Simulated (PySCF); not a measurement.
`C[C](=S)[GeH2][GeH3]`, C₂H₈Ge₂S

Molfile (atoms numbered from 1):
```
C2H8Ge2S
     RDKit          3D

 13 12  0  0  0  0  0  0  0  0999 V2000
   -2.0855   -0.3323   -0.7671 C   0  0  0  0  0  0  0  0  0  0  0  0
   -1.1575   -0.6538    0.3567 C   0  0  0  0  0  0  0  0  0  0  0  0
   -1.0673   -2.1160    1.0606 S   0  0  0  0  0  0  0  0  0  0  0  0
    0.0919    0.7516    0.9632 Ge  0  0  0  0  0  4  0  0  0  0  0  0
    2.1874    0.2901   -0.1615 Ge  0  0  0  0  0  4  0  0  0  0  0  0
   -1.5262    0.0910   -1.6197 H   0  0  0  0  0  0  0  0  0  0  0  0
   -2.7946    0.4532   -0.4514 H   0  0  0  0  0  0  0  0  0  0  0  0
   -2.6463   -1.2188   -1.0953 H   0  0  0  0  0  0  0  0  0  0  0  0
    0.2326    0.6650    2.4893 H   0  0  0  0  0  0  0  0  0  0  0  0
   -0.4321    2.1511    0.5656 H   0  0  0  0  0  0  0  0  0  0  0  0
    3.2305    1.3885    0.1147 H   0  0  0  0  0  0  0  0  0  0  0  0
    1.9403    0.2176   -1.6805 H   0  0  0  0  0  0  0  0  0  0  0  0
    2.7383   -1.0640    0.3156 H   0  0  0  0  0  0  0  0  0  0  0  0
  1  2  1  0
  2  3  2  0
  2  4  1  0
  4  5  1  0
  1  6  1  0
  1  7  1  0
  1  8  1  0
  4  9  1  0
  4 10  1  0
  5 11  1  0
  5 12  1  0
  5 13  1  0
M  END
```

Method: PySCF, GIAO B3LYP/6-31G magnetisability, rotational g tensor and spin-rotation constants, non-relativistic, gas phase. Geometry: PBE0-D3(BJ)/def2-SVP.

The calculation is non-relativistic, which matters for the atoms heavier than Zn.

Task: Give the nuclear spin-rotation constants along the inertial axes (H = +C I·J) beside the isotropic shieldings.

Result: Rotational constants 2.2906, 0.8273, 0.7442 GHz. A star marks the isotopologue with that one atom substituted, in its own axes.
| atom | isotope | Caa (kHz) | Cbb (kHz) | Ccc (kHz) | mean (kHz) | σ (ppm) |
| --- | --- | --- | --- | --- | --- | --- |
| H6 | 1H | -0.084 | -0.098 | -0.015 | -0.066 | 28.8 |
| H7 | 1H | -0.230 | 0.019 | -0.076 | -0.096 | 29.0 |
| H8 | 1H | -0.070 | -0.054 | -0.064 | -0.063 | 29.4 |
| H9 | 1H | -0.217 | -0.083 | 0.023 | -0.092 | 28.2 |
| H10 | 1H | -0.202 | 0.009 | -0.055 | -0.082 | 27.5 |
| H11 | 1H | -0.009 | -0.065 | -0.072 | -0.049 | 29.1 |
| H12 | 1H | -0.221 | -0.082 | 0.010 | -0.098 | 29.2 |
| H13 | 1H | -0.221 | -0.008 | -0.056 | -0.095 | 29.2 |
| C1 | 13C* | 0.426 | 0.165 | 0.107 | 0.233 | 145.1 |
| C2 | 13C* | 1.126 | 0.406 | 0.541 | 0.691 | -112.7 |
| S3 | 33S* | 1.380 | 0.744 | 0.664 | 0.929 | -670.8 |
| Ge4 | 73Ge* | -0.463 | -0.170 | -0.148 | -0.260 | 1809.8 |
| Ge5 | 73Ge* | -0.414 | -0.149 | -0.139 | -0.234 | 1900.7 |

For the geometry as given, no vibrational averaging.
